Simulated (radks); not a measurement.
Task: These are the eigenvalues of the occupied orbitals of an atom or ion with whole-number occupations (eV). Method: scalar-relativistic Kohn-Sham, PBEsol, spin-polarised, spherical densities, finite nucleus; Fermi nuclear charge, rms radius of each element as measured or else 0.836 A^(1/3) + 0.57 fm; computed with a radial shooting solver on a logarithmic mesh with Libxc functionals.

orbital  eigenvalue
1s up     -91617.17
1s down   -91612.57
2s up     -21010.23
2s down   -21006.50
2p up     -18927.14
2p down   -18922.20
3s up     -8566.038
3s down   -8548.311
3p up     -7956.419

Which element is it, and in what charge state? The configuration may be excited. Open shells, if any, are filled with parallel spins first.

Result: Z = 81, thallium, charge +68: Tl68+ in [Ne] 3s2 3p1. The list shows which subshells hold electrons but not how many an open one holds; the 1s level, -3366.9 hartree, gives Z - s = 82.1 by -(Z - s)^2/2, which with screening and relativity narrows Z to a few neighbours, and the depths of the outer levels then fix element, charge and occupations together.
